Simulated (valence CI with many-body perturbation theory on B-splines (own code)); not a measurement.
Results of a calculation; reference values are marked as such.
## A CI+MBPT run for Ir72+

Level of theory: valence CI with perturbative core correlation (CI+MBPT): three valence electrons over a frozen Dirac-Fock core [He], radial functions for each j: 11 s, 11 p, 9 d, 7 f, 5 g, 2 h, 1 i, with the one-electron correlation potential Σ1 (screened to all orders), the two-electron term Σ2, the three-electron term Σ3, Breit, model QED; selected single and double excitations, second order for the rest (own B-spline code, finite nucleus).

Command, and the settings that its task file holds:

```sh
python run_cv.py task.json out
```

```
atom Ir  Z=77  mass_number=193  rms_radius_fm=5.4032
core [He]
valence 2s2 2p1
avg = 1
basis = L
breit = 1
cap = 40000
capref = 1200
cscale = 1
de = 0.0
dress = 0
eps = 2e-08
h = 0.27
hh = 1
l2 = 3
lcore = 6
maxit = 60
n2 = 5
natural = 1
nlev = 60
nno = [7, 7, 6, 5, 4, 2, 1]
nroot = 26
nsp = [4, 4, 3, 2, 1, 0, 0]
pt2 = 1
qed = 1
rpa = 1
s1 = 1
s2 = 1
s3 = 1
screen = 1
tol = 2e-05
```

(1) Roughly how long does this run take on one core of Intel(R) Xeon(R) Platinum 8488C (Sapphire Rapids), and how much memory?

Log. The first blocks belong to the next ion, which gives the ionisation energy. Fields: 2J, parity (1 odd), roots, reference size, generating configurations, candidates as configurations/state functions, variational space P, stored matrix elements, Davidson steps; e2 is the range of second-order energies in hartree. The first line gives the box (bohr), its intervals, the orbitals and the steps of their self-consistent field. Window is the range of levels sought, series limit the energy at which the first omitted orbital would enter, core excitation an estimate of the first excitation out of the core, left out the lowest levels not solved, and shifts from estimates the range by which levels moved from their first estimate, all in cm⁻¹.

```
rmax 1.2 intervals 53 orbitals 81 references ['2s2 2p', '2s 2p2', '2p3'] scf 2 t 0.6
2J=0 par=0 roots 2 ref 18 generators 2 cand 364/364 P 358/358 nnz 0 it 0
2J=0 par=0 roots 2 ref 18 generators 3 cand 24/24 P 370/370 nnz 0 it 0
   second order: generators 3 cand 12/12 e2 -0.00000 -0.00000
2J=0 par=1 roots 2 ref 16 generators 2 cand 314/314 P 303/303 nnz 0 it 0
2J=0 par=1 roots 2 ref 16 generators 3 cand 27/27 P 318/318 nnz 0 it 0
   second order: generators 5 cand 12/12 e2 -0.00000 -0.00000
2J=2 par=1 roots 2 ref 41 generators 2 cand 828/828 P 761/761 nnz 0 it 0
2J=2 par=1 roots 2 ref 41 generators 2 cand 108/108 P 817/817 nnz 0 it 0
   second order: generators 2 cand 52/52 e2 -0.00000 -0.00000
reference levels 513, estimated 426, window 114865496 1/cm; series limit 141395524, core excitation 519405696
2J=1 par=1 roots 15 ref 48 generators 13 cand 6635/9827 P 5414/7999 nnz 5.8e+06 it 4
2J=1 par=1 roots 15 ref 48 generators 17 cand 4952/7316 P 6550/9831 nnz 8.6e+06 it 4
   second order: generators 19 cand 4706/6856 e2 -0.00001 -0.00000
2J=1 par=0 roots 16 ref 50 generators 15 cand 7182/10574 P 5345/8000 nnz 5.8e+06 it 4
2J=1 par=0 roots 16 ref 50 generators 20 cand 5055/7371 P 6722/10194 nnz 9.2e+06 it 4
   second order: generators 21 cand 3678/5177 e2 -0.00001 -0.00000
2J=3 par=1 roots 21 ref 72 generators 15 cand 8352/16939 P 4035/8000 nnz 6.6e+06 it 5
2J=3 par=1 roots 21 ref 72 generators 16 cand 6230/12649 P 7494/15570 nnz 2.3e+07 it 8
   second order: generators 17 cand 3741/6589 e2 -0.00001 -0.00000
2J=3 par=0 roots 19 ref 70 generators 12 cand 8363/16932 P 4019/7999 nnz 6.6e+06 it 5
2J=3 par=0 roots 19 ref 70 generators 13 cand 6223/12642 P 7456/15464 nnz 2.3e+07 it 5
   second order: generators 15 cand 3952/7895 e2 -0.00001 -0.00000
2J=5 par=0 roots 14 ref 66 generators 11 cand 9266/20868 P 3736/7999 nnz 6.9e+06 it 4
2J=5 par=0 roots 14 ref 66 generators 12 cand 7356/16572 P 7199/16523 nnz 2.7e+07 it 5
   second order: generators 14 cand 5207/12258 e2 -0.00001 -0.00000
2J=5 par=1 roots 13 ref 62 generators 9 cand 9254/20929 P 3745/8000 nnz 6.9e+06 it 5
2J=5 par=1 roots 13 ref 62 generators 9 cand 7354/16630 P 7162/16464 nnz 2.6e+07 it 5
   second order: generators 11 cand 5252/12290 e2 -0.00001 -0.00000
2J=7 par=1 roots 6 ref 43 generators 6 cand 8523/22669 P 3434/7999 nnz 7.4e+06 it 5
2J=7 par=1 roots 6 ref 43 generators 8 cand 6414/17442 P 5160/12817 nnz 1.8e+07 it 4
   second order: generators 8 cand 4688/12624 e2 -0.00001 -0.00001
2J=7 par=0 roots 5 ref 41 generators 5 cand 9914/27196 P 3382/8000 nnz 7.5e+06 it 5
2J=7 par=0 roots 5 ref 41 generators 5 cand 7769/21756 P 5071/12617 nnz 1.7e+07 it 5
   second order: generators 7 cand 6080/17139 e2 -0.00002 -0.00001
2J=9 par=1 roots 2 ref 20 generators 2 cand 5493/14982 P 2154/5103 nnz 3.3e+06 it 4
2J=9 par=1 roots 2 ref 20 generators 3 cand 5893/17032 P 2643/6500 nnz 5.5e+06 it 4
   second order: generators 3 cand 5404/15635 e2 -0.00002 -0.00001
2J=9 par=0 roots 2 ref 23 generators 3 cand 5442/14600 P 2902/7206 nnz 7.1e+06 it 4
2J=9 par=0 roots 2 ref 23 generators 4 cand 3787/9917 P 3547/8905 nnz 1.1e+07 it 4
   second order: generators 4 cand 3142/8218 e2 -0.00001 -0.00001
left out: unestimated 157956487, estimated 127428820, shifts from estimates -22 to 52
operators 0.2
```

The Davidson iterations converged.

The last digits are not significant, and no measured levels were compared; by estimate large intervals hold to a few tenths of a per cent, small ones and those within an open d or f shell to about a per cent.

| Item | Value |
| --- | --- |
| Valence energy | -2330.262 hartree |
| Ionisation energy | 20642 eV (NIST: 20650 ± 70 eV (theoretical)) |
| Reference configurations for the orbitals | 2s2 2p, 2s 2p2, 2p3 |
| Radial orbitals | 81 |
| Box radius | 1.155 bohr |
| Largest variational space | 16523 |
| Lowest levels | (2s^2 2p1/2) J=1/2 0.00, (2s 2p1/2^2) J=1/2 21.39, (2s^2 2p3/2) J=3/2 129.05, (2s 2p1/2 2p3/2) J=3/2 [a] 144.17, (2s 2p1/2 2p3/2) J=5/2 147.22, (2s 2p1/2 2p3/2) J=1/2 152.90, (2s 2p1/2 2p3/2) J=3/2 [b] 153.04, (2p1/2^2 2p3/2) J=3/2 175.16, (2s 2p3/2^2) J=5/2 274.52, (2s 2p3/2^2) J=1/2 283.02, (2s 2p3/2^2) J=3/2 283.07, (2p1/2 2p3/2^2) J=3/2 300.35, (2p1/2 2p3/2^2) J=5/2 302.01, (2p1/2 2p3/2^2) J=1/2 306.53 Ry |

Levels are named by their leading jj configuration (3d3/2^4 stands for four electrons in 3d with j = 3/2), which in mixed levels can hold well under half, so a name can repeat and another be missing. Letters in brackets count levels of one name in rising energy.

## Answers

(1) 2.9 min on 1 thread of Intel(R) Xeon(R) Platinum 8488C (Sapphire Rapids), with other jobs on the host, peak memory 0.7 GiB.
